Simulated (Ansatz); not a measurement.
Pulling on the Se3–H4 bond in H2SeZn (SMILES [ZnH][SeH]) (multiplicity 1 held, fragments rigid). Energies count from the point at 1.474 Å.
Geometry at that point (charge 0, multiplicity 1):
```tsv
atom	x (Å)	y (Å)	z (Å)
Zn	-0.7092	-0.5098	-0.8288
H	-1.6137	-1.1646	-1.8828
Se	0.6540	0.5053	0.7407
H	0.6550	-0.7187	1.5618
```

U- levels take the lowest unrestricted solution at each point, which mixes spins at long bonds. Active spaces are followed from a long bond inwards. Curves can end on different states.

Frozen-core correlation. Filled d and f shells under p-block atoms count as core.

Codes used: Ansatz (a program for electronic structure) with Gaussian orbitals. 

Task: What energy at R = 4.716 Å does FIC-MRCISD+Q on CASSCF(4,3)/def2-SVP give?

Result: 79.3 kcal/mol

Task: Predict the energy at R = 4.716 Å from SC-NEVPT2 on CASSCF(4,3)/def2-SVP.

Result: 76.8 kcal/mol

Task: Predict the energy at R = 4.716 Å from U-HF/def2-SVP.

Result: 58.1 kcal/mol

Doubts at one or more of the structures used: a spin-contaminated determinant (U-HF/def2-SVP); active orbitals that take no part (SC-NEVPT2 on CASSCF(4,3)/def2-SVP, FIC-MRCISD+Q on CASSCF(4,3)/def2-SVP).
